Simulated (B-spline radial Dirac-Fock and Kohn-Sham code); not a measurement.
**Photoionisation of lead ions at Mo Kα (17479.3 eV)**

Method: independent-particle photoionisation in a Dirac-Hartree-Slater potential with a Latter tail, all multipoles, thresholds from Dirac-Fock ΔSCF. Computed with a radial B-spline solver. Cross sections in kb; a dash marks an empty subshell or a threshold above the photon energy.

```tsv
ion	configuration	total	2s	4f5/2	5d5/2	6s	6p3/2
Pb	[Xe] 4f14 5d10 6s2 6p2	40.67	5.98	0.0120	0.0298	0.0116	0.00283
Pb²⁺	[Xe] 4f14 5d10 6s2	40.66	5.98	0.0121	0.0303	0.0127	–
Pb⁴⁺	[Xe] 4f14 5d10	40.65	5.98	0.0120	0.0317	–	–
```
